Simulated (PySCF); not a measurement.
## Simulated absorption spectrum

Compound: C₂H₉ClSi₃.
Atom-mapped SMILES: `[Cl:1][C@@H:2]1[CH2:3][SiH2:4][SiH2:5][SiH2:6]1` (hydrogens: H7 on C2; H8, H9 on C3; H10, H11 on Si4; H12, H13 on Si5; H14, H15 on Si6)

Theory: TDDFT wB97X-D/def2-SVPD, vertical, gas phase, core orbitals frozen in the response in PySCF 2.14.0, density-fitted response routines. Geometry: GFN2-xTB, one conformer, isolated molecule.

Computed states:

```tsv
state	E (eV)	f
S1	6.10	0.0063
S2	6.45	0.116
S3	6.69	0.071
S4	6.98	0.013
S5	7.11	0.011
S6	7.20	0.0047
S7	7.27	0.0067
S8	7.40	0.028
```

Broadening: Gaussians 0.3 eV wide at half height, area fixed by f = 4.319×10⁻⁹ ∫ε dν̃. The width is an assumption, not a result. The curve ends short of the highest state used, and states not computed would add to its high-energy end.

Task: Give the broadened spectrum and its maxima.

Result: 
| E (eV) | ε (L mol⁻¹ cm⁻¹) |
| --- | --- |
| 5.65 | 1 |
| 5.68 | 2 |
| 5.71 | 5 |
| 5.73 | 8 |
| 5.76 | 15 |
| 5.79 | 28 |
| 5.81 | 41 |
| 5.84 | 68 |
| 5.87 | 108 |
| 5.89 | 142 |
| 5.92 | 206 |
| 5.95 | 282 |
| 5.97 | 339 |
| 6.00 | 430 |
| 6.02 | 493 |
| 6.05 | 591 |
| 6.08 | 700 |
| 6.10 | 789 |
| 6.13 | 968 |
| 6.16 | 1243 |
| 6.18 | 1509 |
| 6.21 | 2072 |
| 6.24 | 2877 |
| 6.26 | 3560 |
| 6.29 | 4794 |
| 6.32 | 6222 |
| 6.34 | 7229 |
| 6.37 | 8712 |
| 6.40 | 10024 |
| 6.42 | 10732 |
| 6.45 | 11473 |
| 6.48 | 11803 |
| 6.50 | 11810 |
| 6.53 | 11563 |
| 6.56 | 11107 |
| 6.58 | 10738 |
| 6.61 | 10139 |
| 6.64 | 9513 |
| 6.66 | 9077 |
| 6.69 | 8376 |
| 6.72 | 7596 |
| 6.74 | 7032 |
| 6.77 | 6139 |
| 6.80 | 5238 |

Maxima: 191 nm (6.49 eV), ε about 12000, made up of S2 (84%) and S3 (16%) (ε in L mol⁻¹ cm⁻¹; maxima over ε = 5, shares over 10%).

Task: Coming from long wavelengths, where does ε first pass 100 L mol⁻¹ cm⁻¹?

Result: At about 211 nm (5.87 eV), 0.24 eV below S1.

Task: What would ε be at 6.49 eV, the highest of these maxima, with half the width (0.15 eV)?

Result: About 17800 L mol⁻¹ cm⁻¹ against 11800, a factor of about 1.5; a lone state at its own centre would give exactly 2.

Task: On this curve, what absorbance would a 10⁻⁵ mol/L sample give at 193 nm over a 1 cm path?

Result: 193 nm is 6.424 eV, where ε is about 11000 L mol⁻¹ cm⁻¹, so A = ε c l ≈ 0.11 (Beer–Lambert, with the gas-phase spectrum and the assumed width).
